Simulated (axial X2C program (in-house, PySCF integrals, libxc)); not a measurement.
## FeB⁻: from the spin-free to the two-component result

All values were computed with an axial X2C code built on PySCF integrals. Spin-free means the one-electron spin-free X2C Hamiltonian; two-component (2c) means X2C with spin–orbit coupling and atomic mean-field two-electron Coulomb and Gaunt terms, so the difference of the two also holds small scalar two-electron terms. Basis: Fe dyall-acv3z [10s11p7d4f2g], B dyall-av3z [8s7p3d2f] (cores contracted in-house); Gaussian nuclei, density fitting, unrestricted open shells. Masses: Fe 55.935 u, B 11.009 u.

Spin-free state: M_S = 1, Λ = 0 (beyond evenly filled blocks: δ+α, δ-α); fragments Fe + B- for PBE0, CCSD, CCSD(T); Fe- + B for PBE.

```tsv
level	Re (Å)	ωe (cm⁻¹)	De (eV)	μ (D)
PBE0	1.794	614.6	2.947	-1.94
CCSD	1.828	542.5	2.052	n/a
CCSD(T)	1.794	561.7	2.267	n/a
PBE	1.751	699.1	n/a	-1.19
```

Correlated methods: 12 electrons correlated (number of frozen shells: Fe 3 s, 2 p; B 1 s), 292 virtual spin orbitals or spinors in MP2, 90 natural virtuals in coupled cluster.

Dipoles are positive if B is the positive end and refer to the centre of mass.

Two-component determinant lowest at the distance of the search:

Ω = 1 (⟨Sz⟩ = 1.00, ⟨Lz⟩ = 0.00 at HF); fragments Fe + B-.

```json
{"level": "PBE0", "Re (Å)": "1.794", "ωe (cm⁻¹)": "614.7", "μ (D)": "-1.93"}
{"level": "CCSD", "Re (Å)": "1.828", "ωe (cm⁻¹)": "542.0", "μ (D)": "n/a"}
{"level": "CCSD(T)", "Re (Å)": "1.793", "ωe (cm⁻¹)": "561.8", "μ (D)": "n/a"}
{"level": "PBE", "Re (Å)": "1.751", "ωe (cm⁻¹)": "699.5", "μ (D)": "-1.18"}
```

(1) From the two tables, how do the constants change at the CCSD(T) level (2c against spin-free)?

The state is a single determinant with fixed occupations, the lowest that a limited PBE0 search found. De is counted from the lowest determinant-based energies of the atoms at the same level, without counterpoise correction. De is not given where an atomic determinant may have missed its ground term or J level, or where the truncated virtual space spoils (T). Density functionals use the spin component along the axis (collinear). CCSD and (T) use frozen natural virtuals with an MP2 correction for the truncation; (T) itself is uncorrected, so its De runs slightly low. Without a current term, density functionals place determinants with orbital angular momentum somewhat too high. With several unpaired electrons one determinant need not be a pure state. Open-shell Ω = 0 determinants with evenly filled partner blocks cannot be reached by this program, so the Ω shown need not be the lowest component. The highest occupied level of some functionals is positive through self-interaction error; at Hartree–Fock it is bound. The determinant is spin-polarised beyond a pure state at some levels (its spin-free form has ⟨S²⟩ too high), which makes Re and μ there less reliable. The T1 diagnostic is large, a sign of multireference character.

## Answers

(1) At the CCSD(T) level Re falls by 0.001 Å and ωe stays the same within 0.2 cm⁻¹.
